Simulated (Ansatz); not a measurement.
Coupled-cluster run, Cl2HOSTa (`[OH][Ta](=[S])([Cl])[Cl]`).

```yaml
crystal:
  periodic: [false, false, false]
  atoms:
    - {symbol: O, position_ang: [-0.889771, 0.587814, 1.047251]}
    - {symbol: Ta, position_ang: [0.155091, -0.076304, -0.353693]}
    - {symbol: S, position_ang: [1.557300, -1.486881, 0.455065]}
    - {symbol: Cl, position_ang: [-1.192400, -1.140938, -1.861119]}
    - {symbol: Cl, position_ang: [1.301332, 1.646685, -1.322689]}
    - {symbol: H, position_ang: [-0.889451, 0.405623, 1.989086]}
basis:
  gaussian: {orbitals: def2-SVP}
correlation: {method: ccsd_t}
```

```sh
$ ansatz run in.yaml --threads 4 --pin off --events-out ev --progress --plain --max-ram 10444MiB
```

The program prints (abridged):

```
Functional definition: HF
972 factors; integrals over basis functions are off by at most 9.7e-4 eV
mean field evaluation 1: about -39399.5317 eV, gradient 4.9e1 eV
mean field evaluation 2: about -39399.6564 eV, gradient 4.9e1 eV
mean field evaluation 4: about -39405.5538 eV, gradient 5.6e0 eV
mean field evaluation 8: about -39405.6570 eV, gradient 5.7e-1 eV
mean field -39405.65851623 eV, -1448.1312403568 hartree, gradient 1.2e-6 eV, S^2 0.000000; 0 other end points of the search recorded, 0 dependent functions left out
16 core orbitals not correlated: weight in the atoms' cores, before any rotation towards them, 1.000 or more for the frozen orbitals, at most 0.000 for the correlated occupied ones
reference -39405.65851623 eV, -1448.1312403568 hartree; 20, 20 occupied and 69, 69 virtual orbitals, 972 factors
second order -23.97080625 eV of doubles, -0.00000000 eV of singles
cycle   1  -23.01175160 eV  change    9.6e-1 eV  update   2.2e-1
cycle   2  -23.86832201 eV  change   -8.6e-1 eV  update   1.2e-1
cycle   3  -24.08645219 eV  change   -2.2e-1 eV  update   3.4e-2
cycle   4  -24.08491598 eV  change    1.5e-3 eV  update   1.2e-2
cycle   5  -24.07523397 eV  change    9.7e-3 eV  update   4.0e-3
cycle   6  -24.07556777 eV  change   -3.3e-4 eV  update   1.6e-3
cycle   7  -24.07536970 eV  change    2.0e-4 eV  update   7.2e-4
cycle   8  -24.07525753 eV  change    1.1e-4 eV  update   2.9e-4
cycle   9  -24.07542465 eV  change   -1.7e-4 eV  update   1.3e-4
cycle  10  -24.07550815 eV  change   -8.3e-5 eV  update   5.2e-5
cycle  11  -24.07543566 eV  change    7.2e-5 eV  update   2.4e-5
cycle  12  -24.07542048 eV  change    1.5e-5 eV  update   1.1e-5
perturbative correction -1.01589368 eV, -0.0373334043 hartree
Total energy: -39430.74983040 eV, -1449.0533291450 hartree
```

Hardware: 4 threads of an AMD EPYC 7B13 on a shared host. Wall time 6.5 s, peak host memory 0.48 GiB.

MP2 recovers 95.5 % of the CCSD(T) correlation energy and the triples give 4.0 %; T1 = 0.0198.
